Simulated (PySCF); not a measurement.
# Heteronuclear NMR

Molfile (atoms numbered from 1):
```
C2H12OP2Si2
     RDKit          3D

 19 18  0  0  0  0  0  0  0  0999 V2000
   -3.0282    1.0767   -0.2956 Si  0  0  0  0  0  4  0  0  0  0  0  0
   -2.0364   -0.3440    0.5063 C   0  0  0  0  0  0  0  0  0  0  0  0
   -0.7009   -0.2177    0.0603 O   0  0  0  0  0  0  0  0  0  0  0  0
    0.2068   -1.1473    0.6129 C   0  0  0  0  0  0  0  0  0  0  0  0
    1.8991   -0.4391    0.0539 Si  0  0  0  0  0  4  0  0  0  0  0  0
    3.2868   -0.3251    1.8266 P   0  0  0  0  0  0  0  0  0  0  0  0
    1.1213    1.5873   -0.4845 P   0  0  0  0  0  0  0  0  0  0  0  0
   -4.4003    0.9908    0.2129 H   0  0  0  0  0  0  0  0  0  0  0  0
   -3.0172    0.8816   -1.7456 H   0  0  0  0  0  0  0  0  0  0  0  0
   -2.4087    2.3460    0.0702 H   0  0  0  0  0  0  0  0  0  0  0  0
   -2.0687   -0.2929    1.6037 H   0  0  0  0  0  0  0  0  0  0  0  0
   -2.4286   -1.3311    0.2220 H   0  0  0  0  0  0  0  0  0  0  0  0
   -0.0049   -2.1570    0.2410 H   0  0  0  0  0  0  0  0  0  0  0  0
    0.1121   -1.1714    1.7070 H   0  0  0  0  0  0  0  0  0  0  0  0
    2.4399   -1.2904   -1.0285 H   0  0  0  0  0  0  0  0  0  0  0  0
    3.7547   -1.6199    1.6923 H   0  0  0  0  0  0  0  0  0  0  0  0
    4.3411    0.1939    1.0994 H   0  0  0  0  0  0  0  0  0  0  0  0
    0.6217    1.2029   -1.7124 H   0  0  0  0  0  0  0  0  0  0  0  0
    2.3003    2.0659   -1.0488 H   0  0  0  0  0  0  0  0  0  0  0  0
  1  2  1  0
  2  3  1  0
  3  4  1  0
  4  5  1  0
  5  6  1  0
  5  7  1  0
  1  8  1  0
  1  9  1  0
  1 10  1  0
  2 11  1  0
  2 12  1  0
  4 13  1  0
  4 14  1  0
  5 15  1  0
  6 16  1  0
  6 17  1  0
  7 18  1  0
  7 19  1  0
M  END
```

- coordinates at the GFN2-xTB level
- shielding tensors at PBE0/pcSseg-1 (GIAO)
- program: PySCF 2.14
- isolated molecule, non-relativistic Hamiltonian, a single conformation, one averaged value for each set of equivalent atoms

Question: Where does ³¹P resonate?

Answer: 
| atoms | environment | σ (ppm) | δ (ppm) |
| --- | --- | --- | --- |
| P6/P7 | phosphorus bonded to Si, 2 H | 616.6 | -240.7 |

Shieldings were converted by a linear fit to measured shifts: ³¹P: δ = 270.09 − 0.828σ (rms 18.1 ppm, 64 shifts vs H3PO4, solution or neat liquid). A few per cent of atoms miss by over 2 rms, more outside the fitted compound classes.

On a 400 MHz spectrometer ³¹P resonates near 161.9 MHz, so 1 ppm is 161.9 Hz.

Question: Where does ²⁹Si resonate?

Answer: 
```json
{"atoms": "Si5", "environment": "silicon bonded to C, 2 P, H", "σ (ppm)": "361.2", "δ (ppm)": "-16.9"}
{"atoms": "Si1", "environment": "silicon bonded to C, 3 H", "σ (ppm)": "426.9", "δ (ppm)": "-70.9"}
```

Shieldings were converted by a linear fit to measured shifts: ²⁹Si (scatter 8.9 ppm rms, 25.8 ppm with the 6 outliers that the fit left out vs TMS, solution or neat liquid). Occasional misses reach two or three times the rms, and more in compound classes unlike the fitted ones.

On a 500 MHz spectrometer ²⁹Si resonates near 99.3 MHz, so 1 ppm is 99.3 Hz.

Question: What are the ¹⁷O shifts?

Answer: 
```json
{"atoms": "O3", "environment": "ether oxygen", "σ (ppm)": "306.9", "δ (ppm)": "-12.8"}
```

Shieldings were converted by a linear fit to measured shifts: ¹⁷O (scatter 10.7 ppm rms, 12.2 ppm with the 3 outliers that the fit left out vs liquid water, solution or neat liquid). A few per cent of atoms miss by over 2 rms, more outside the fitted compound classes.

On a 400 MHz spectrometer ¹⁷O resonates near 54.2 MHz, so 1 ppm is 54.2 Hz.
